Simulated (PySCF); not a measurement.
trifluorosilylmethanol (CH3F3OSi), SMILES OC[Si](F)(F)F. Atoms are numbered in the order given.

```xyz
9

O     -2.2634     0.3495    -0.0358
C     -1.3389    -0.6993     0.1375
Si     0.4056    -0.0737    -0.0228
F      0.8327     0.2708    -1.5272
F      1.4909    -1.1032     0.5554
F      0.5170     1.2888     0.8248
H     -2.1082     1.0078     0.6510
H     -1.4603    -1.2370     1.0999
H     -1.5335    -1.4475    -0.6480
```
Charge 0, spin multiplicity 1.

Geometry optimised at PBE0-D3(BJ)/def2-SVP. One conformer was computed; it need not be the lowest.

Computed with SMD-PBE0/6-31G* in PySCF.

Solvation free energies are E(SMD) − E(gas) at the gas-phase geometry, for 1 M in both phases. In vacuum the dipole moment is 1.83 D.

Question: Estimate the solvation free energies in water, methanol, 2-propanol. (The exact figures need the calculation; the answer reports its results.)

Answer: 
| solvent | ΔG(solv) (kcal/mol) | its non-electrostatic (CDS) part | dipole (D) |
|---|---|---|---|
| water | -5.0 | 3.7 | 2.26 |
| methanol | -7.1 | 1.3 | 2.25 |
| 2-propanol | -6.8 | 0.8 | 2.23 |
